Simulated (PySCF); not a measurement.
Worked example: oscillator strength and radiative lifetime

In(F)(SeH)2 (FH₂InSe₂), SMILES [F][In]([SeH])[SeH].

The structure is a stationary point at PBE-D3(BJ)/def2-SVP. The structure was generated by enumeration; whether it is a known compound was not checked. The def2 effective core potentials stand for the cores of In; spin–orbit coupling is left out. Other conformers were not sampled.

PySCF with TDA-M06-2X/def2-SVPD puts the first singlet state with f over 0.02 at 4.42 eV (vertical), with the transition dipole (0.000, 0.000, 0.564) in atomic units.

Q: Find the oscillator strength, the wavelength and the radiative lifetime that this transition would have in vacuum if emission retraced absorption.

A: 
|μ|² = 0.3181 au, so |μ| = 1.43 D. ΔE = 4.42/27.211 = 0.1624 hartree. f = (2/3) ΔE |μ|² = 0.034 (the program prints 0.034).
λ = 1239.84/4.42 = 281 nm; ν = 35650 cm⁻¹.
Einstein's coefficient A = 0.6670 ν² f s⁻¹ (ν in cm⁻¹) = 2.9e7 s⁻¹, so τ = 1/A = 34 ns. This state is S2; the lower singlet has f = 0.000. The figure is the radiative limit of this one transition; relaxation, internal conversion, crossing to triplets and a medium change what is measured.
